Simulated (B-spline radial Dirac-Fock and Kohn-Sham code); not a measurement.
Kohn-Sham estimates against Dirac-Fock for the levels of Tb⁵²⁺

System: terbium as Tb⁵²⁺, [Ne] 3s2 3p1.

The density-functional columns are spherical, spin-unpolarised Dirac-Kohn-Sham results without Breit or QED terms: −ε is minus the orbital energy of the initial state and ΔSCF the difference of two total energies. The reference in the last column comes from Dirac-Fock ΔSCF + Breit + QED. All numbers are from a radial atomic solver, in eV; a selection of levels is shown. For the 1s level of heavy atoms much of the gap between ΔSCF and the reference is the Breit and QED part, -224.9 eV here; for other levels the error of the functional can be larger.

| level | LDA −ε | LDA ΔSCF | Dirac-Fock |
| --- | --- | --- | --- |
| 1s | 55624.7 | 56144.1 | 55927.5 |
| 2s | 12246.4 | 12374.4 | 12414.5 |
| 2p1/2 | 11878.3 | 12032.5 | 11998.1 |
| 2p3/2 | 11108.8 | 11250.5 | 11235.6 |
| 3s | 4963.1 | 5015.5 | 5001.2 |
| 3p | 4696.3 | 4750.6 | 4745.4 |

Values without a named source are computed, but for edge energies of neutral atoms, which are taken from tables.
